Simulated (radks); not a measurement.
Initial-state core-level shifts of neutral molybdenum when its valence configuration changes from [Kr] 4d5 5s1. Calculated with a radial shooting solver on a logarithmic mesh with Libxc functionals: Dirac Kohn-Sham, LDA (Slater exchange, Perdew-Wang correlation), spin-unpolarised, spherical densities, finite nucleus; open shells fill j = l - 1/2 first; Fermi nuclear charge, rms radius 4.4091 fm. Shifts are changes of the shell-averaged eigenvalues in eV (positive: less bound); the change of the density at the nucleus, which sets a Mossbauer isomer shift, is in e/bohr^3, on a base of 9.046e+04.

valence              1s      2p      3s      3d  density at nucleus
4d4 5s2          -2.713  -2.907  -2.874  -2.891             +15.063
4d4.5 5s1 5p0.5  -1.941  -2.013  -2.009  -2.015              +1.680
4d4 5s1 5p1      -4.014  -4.179  -4.160  -4.174              +3.686
4d3 5s1 5p2      -8.610  -9.018  -8.922  -8.958              +8.671
4d5 5p1          -1.273  -1.232  -1.250  -1.245             -10.798
4d5.5 5s0.5      +1.102  +1.180  +1.175  +1.181              -6.148
4d4.5 5s1.5      -1.274  -1.364  -1.352  -1.360              +7.028
4d3.5 5s1 5p1.5  -6.255  -6.532  -6.481  -6.505              +6.044
4d5.5 5p0.5      +0.457  +0.560  +0.545  +0.554             -11.281
